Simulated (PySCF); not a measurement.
Job file and geometry (Å, from GFN2-xTB) of an NMR shielding run on SMILES BOB(OC)/C(C)=C/C, C5H12B2O2, GIAO PBE0/pcSseg-1 NMR shielding, non-relativistic, gas phase (PySCF 2.14.0, density-fitted response routines); density fitting, a coarse starting grid and PySCF grid level 2 are the driver's defaults:

```
$ OMP_NUM_THREADS=1 python probes_run.py task.json out

{"job": {"kind": "nmr", "xc": "PBE0", "basis": "pcSseg-1"}, "charge": 0, "multiplicity": 1}
B     -1.980297     1.866147    -1.074679
O     -1.388198     0.857048    -0.512947
B     -0.786552    -0.159863     0.097442
O     -1.491743    -1.209861     0.604619
C     -2.892576    -1.319795     0.533195
C      0.783932    -0.190822     0.266467
C      1.415045    -1.375753     0.948186
C      1.541987     0.813885    -0.182236
C      3.030734     0.877330    -0.060319
H     -2.176184     1.856382    -2.241666
H     -2.322157     2.788614    -0.415798
H     -3.152496    -2.119313    -0.166342
H     -3.265889    -1.582151     1.526033
H     -3.360728    -0.388621     0.202651
H      2.030188    -1.053417     1.787255
H      2.057345    -1.915686     0.252731
H      0.645970    -2.050956     1.308512
H      1.062691     1.657427    -0.661219
H      3.438612     1.688125    -0.657504
H      3.483383    -0.060422    -0.379932
H      3.318015     1.038646     0.979785
```

**Question.** What does the program print?

**Answer.** 
```
coarse grid: 17216 points
cycle   1  E = -397.2830255645  dE =  1.099e+00  |g| = 8.219e-01  |ddm| = 3.904e+00
cycle   2  E = -397.1457379133  dE =  1.373e-01  |g| = 1.195e+00  |ddm| = 1.448e+00
cycle   3  E = -397.4111214084  dE = -2.654e-01  |g| = 1.228e-01  |ddm| = 9.525e-01
cycle   4  E = -397.4140058642  dE = -2.884e-03  |g| = 4.931e-02  |ddm| = 1.225e-01
cycle   5  E = -397.4145580243  dE = -5.522e-04  |g| = 1.771e-02  |ddm| = 5.114e-02
cycle   6  E = -397.4146294365  dE = -7.141e-05  |g| = 5.649e-03  |ddm| = 1.785e-02
cycle   7  E = -397.4146372042  dE = -7.768e-06  |g| = 6.988e-04  |ddm| = 4.942e-03
final grid: 165336 points
cycle   8  E = -397.4873432343  dE = -6.458e-05  |g| = 1.269e-02  |ddm| = 3.560e-02
cycle   9  E = -397.4873177354  dE =  2.550e-05  |g| = 1.755e-02  |ddm| = 1.835e-02
cycle  10  E = -397.4873761032  dE = -5.837e-05  |g| = 1.634e-03  |ddm| = 1.091e-02
cycle  11  E = -397.4873766996  dE = -5.965e-07  |g| = 3.067e-04  |ddm| = 1.692e-03
cycle  12  E = -397.4873767165  dE = -1.682e-08  |g| = 1.474e-04  |ddm| = 3.269e-04
cycle  13  E = -397.4873767210  dE = -4.530e-09  |g| = 5.930e-05  |ddm| = 1.550e-04
cycle  14  E = -397.4873767219  dE = -9.284e-10  |g| = 7.472e-06  |ddm| = 5.853e-05
converged SCF energy = -397.4873767219

GIAO shielding tensors (ppm)
atom      isotropic    diamagn.    paramagn.     s11        s22        s33       span
  0 B       58.964     196.666    -137.702     11.047     55.542    110.304     99.257
  1 O       79.504     392.990    -313.486    -57.894     71.022    225.383    283.277
  2 B       79.291     201.706    -122.415     63.642     85.019     89.211     25.569
  3 O      239.878     398.232    -158.354    122.576    244.261    352.796    230.220
  4 C      133.932     241.715    -107.783    103.550    114.910    183.337     79.787
  5 C       44.469     262.839    -218.371    -66.664     30.884    169.186    235.850
  6 C      172.155     248.470     -76.315    157.083    177.248    182.135     25.052
  7 C       37.281     258.011    -220.730    -89.396     43.554    157.686    247.082
  8 C      169.802     247.770     -77.968    154.266    172.069    183.070     28.804
  9 H       26.217      31.432      -5.215     25.653     25.797     27.201      1.547
 10 H       26.213      31.323      -5.109     25.610     25.817     27.213      1.603
 11 H       27.868      27.646       0.222     23.631     25.487     34.484     10.853
 12 H       27.788      27.307       0.481     23.432     25.773     34.160     10.728
 13 H       27.624      28.589      -0.965     23.009     27.507     32.355      9.346
 14 H       30.285      30.941      -0.656     25.988     28.875     35.993     10.005
 15 H       30.200      30.851      -0.651     26.121     28.289     36.190     10.068
 16 H       29.135      31.896      -2.761     23.401     29.799     34.203     10.802
 17 H       25.156      36.844     -11.687     22.072     23.429     29.967      7.895
 18 H       29.847      28.242       1.605     25.368     28.324     35.849     10.481
 19 H       29.827      29.806       0.021     25.492     29.370     34.619      9.128
 20 H       29.875      29.003       0.871     25.753     28.055     35.816     10.063
```

Size and cost of the density-fitted run: 213 basis functions, 32 s wall time on 1 thread of an Arm Neoverse V2, shared host; peak memory 0.95 GiB.
